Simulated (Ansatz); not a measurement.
A nudged elastic band was laid between two geometries of ClHOZn + H4Si (9 atoms, charge 0, multiplicity 1).

All numbers below come from Ansatz 0.2.0, RKS PBE/def2-SVP.

| Item | Value |
| --- | --- |
| movable images | 7 |
| climbing image | yes |
| spring | 5.0 eV/Å² |
| optimiser | quadratic models (default) |
| start path | through a guess of the saddle point |
| force threshold | 0.03 eV/Å |
| iteration limit | 60 |
| end points | relaxed |

Initial state:

```xyz
9
Properties=species:S:1:pos:R:3
Zn -0.245 -0.336 0.516
O -1.135 -0.074 2.046
H -2.046 -0.417 1.981
Cl 0.668 -0.734 -1.365
Si 2.827 0.922 0.973
H 3.425 -0.417 0.664
H 2.763 1.796 -0.243
H 3.600 1.600 2.068
H 1.416 0.718 1.499
```

Final state:

```xyz
9
Properties=species:S:1:pos:R:3
Zn 0.790 0.262 0.263
O -0.558 -0.039 1.962
H -1.247 -0.381 1.337
Cl -0.918 -0.437 -0.949
Si 2.995 0.985 0.662
H 3.856 -0.141 1.184
H 3.667 1.509 -0.581
H 3.051 2.084 1.694
H -0.362 -0.782 2.567
```

(1) What changes between the two ends?

(2) Give the energies along the band, and the barrier.

(3) What is the geometry of the highest image?

(4) What are the harmonic wavenumbers there?

Answers

(1) Bonds broken: Si5–H9. Bonds formed: Zn1–Si5, O2–H9. ClHOZn + H4Si becomes ClH5OSiZn.

(2) It converged. The highest image is number 4 of 0 to 8, 20.7 kcal/mol above the first end and 37.4 kcal/mol above the last; the last end lies 16.7 kcal/mol below the first. A vibrational analysis at the climbing image gives one clearly imaginary mode, 1078i cm⁻¹: a first-order saddle point. The orbitals stay closed-shell, which can raise the energy where a bond breaks towards radicals; this wasn't checked here.

| image | path coordinate (Å) | energy (kcal/mol) | Si5–H9 (Å) | Zn1–Si5 (Å) | O2–H9 (Å) |
| --- | --- | --- | --- | --- | --- |
| 0 | 0.00 | 0.0 | 1.52 | 3.35 | 2.73 |
| 1 | 0.95 | 0.7 | 1.51 | 3.51 | 2.73 |
| 2 | 1.89 | 1.2 | 1.51 | 3.66 | 2.80 |
| 3 | 2.84 | 3.2 | 1.52 | 3.44 | 2.25 |
| 4 | 3.79 | 20.7 | 1.80 | 2.75 | 1.35 |
| 5 | 4.72 | -3.9 | 2.54 | 2.41 | 0.99 |
| 6 | 5.65 | -12.5 | 3.19 | 2.36 | 0.98 |
| 7 | 6.58 | -15.0 | 3.71 | 2.35 | 0.98 |
| 8 | 7.50 | -16.7 | 4.24 | 2.35 | 0.98 |

(3) 
```xyz
9
Properties=species:S:1:pos:R:3
Zn 0.245 -0.149 -0.030
O -0.294 -0.420 1.797
H -1.076 0.052 2.153
Cl -0.165 -0.233 -2.113
Si 2.529 0.750 1.213
H 3.570 -0.211 1.722
H 2.847 0.983 -0.253
H 2.709 2.092 1.875
H 0.909 0.195 1.775
```

(4) 1078i, 44, 81, 94, 141, 231, 244, 357, 390, 420, 558, 663, 826, 882, 892, 1004, 1300, 2095, 2148, 2166, 3648 cm⁻¹.

Run time: 4.1 min on 2 threads of Arm Neoverse V1 (shared host), peak memory 0.17 GiB.
